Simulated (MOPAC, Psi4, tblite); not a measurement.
Approach curve of the dimer F4Si ··· H3ClSi (SMILES F[Si](F)(F)F and [SiH3]Cl). Monomers: optimised at B3LYP-D3(BJ) (def2-TZVP), held rigid. Orientation: lowest of the rigid-body minima from ten starts at GFN2-xTB. R is the distance of the centres of mass, along which the second monomer moves. The table gives interaction energies.

```
R / Å      A      B       C
-----  -----  -----  ------
3.18   18.36  29.19    7.21
3.40   14.85   9.82   -5.91
3.57   13.86   2.51  -10.10
3.80   11.66  -1.94  -11.56
4.03    8.72  -3.32  -10.86
4.21    6.49  -3.44   -9.79
4.52    3.52  -2.94   -7.81
4.77    1.97  -2.38   -6.39
5.33    0.22  -1.37   -4.00
5.98   -0.45  -0.73   -2.34
6.99   -0.65  -0.31   -1.13
8.29   -0.59  -0.13   -0.53
```

Energies in kJ/mol.

**Question.** Assign the columns to these levels of theory: GFN2-xTB (tblite); PM3, restricted, heats of formation (MOPAC); SAPT0/jun-cc-pVDZ, frozen core run with Psi4.

**Answer.** A is PM3; B is SAPT0/jun-cc-pVDZ; C is GFN2-xTB.
